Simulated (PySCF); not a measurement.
**Radial density of Ce⁺ (cerium, charge +1)**

UHF, [Xe] 4f1 5d2, one real determinant. All numbers are calculated (PySCF 2.14, scalar relativity by spin-free X2C-1e, in x2c-TZVPPall (11s7p7d4f2g, 113 functions)).

```json
{"r (bohr)": "0.0280", "4πr²ρ (e/bohr)": "67.92", "4πr²(ρα − ρβ)": "-0.0017"}
{"r (bohr)": "0.0470", "4πr²ρ (e/bohr)": "77.48", "4πr²(ρα − ρβ)": "-0.0022"}
{"r (bohr)": "0.0791", "4πr²ρ (e/bohr)": "99.92", "4πr²(ρα − ρβ)": "0.0135"}
{"r (bohr)": "0.133", "4πr²ρ (e/bohr)": "73.52", "4πr²(ρα − ρβ)": "0.0584"}
{"r (bohr)": "0.224", "4πr²ρ (e/bohr)": "86.17", "4πr²(ρα − ρβ)": "0.1022"}
{"r (bohr)": "0.377", "4πr²ρ (e/bohr)": "35.17", "4πr²(ρα − ρβ)": "0.4646"}
{"r (bohr)": "0.633", "4πr²ρ (e/bohr)": "36.16", "4πr²(ρα − ρβ)": "1.0370"}
{"r (bohr)": "1.07", "4πr²ρ (e/bohr)": "11.99", "4πr²(ρα − ρβ)": "0.7009"}
{"r (bohr)": "1.79", "4πr²ρ (e/bohr)": "6.461", "4πr²(ρα − ρβ)": "0.8977"}
{"r (bohr)": "3.01", "4πr²ρ (e/bohr)": "1.233", "4πr²(ρα − ρβ)": "0.6496"}
{"r (bohr)": "5.07", "4πr²ρ (e/bohr)": "0.1222", "4πr²(ρα − ρβ)": "0.1189"}
{"r (bohr)": "8.53", "4πr²ρ (e/bohr)": "0.0008556", "4πr²(ρα − ρβ)": "0.0008"}
```

Densities and radii are taken from the X2C orbitals without a picture-change correction, which distorts them close to the nucleus.

⟨L²⟩ = 24.10 against 42 for a pure I term, so this real determinant mixes terms. Spin-orbit coupling, absent here, splits the open shell strongly.

Q: Where is the radial spin density 4πr²(ρα − ρβ) most negative, and why is it negative at all?

A: Around r = 0.0470 bohr, down to -0.0022 e/bohr: exchange with the open shell polarises the paired shells in an unrestricted calculation.
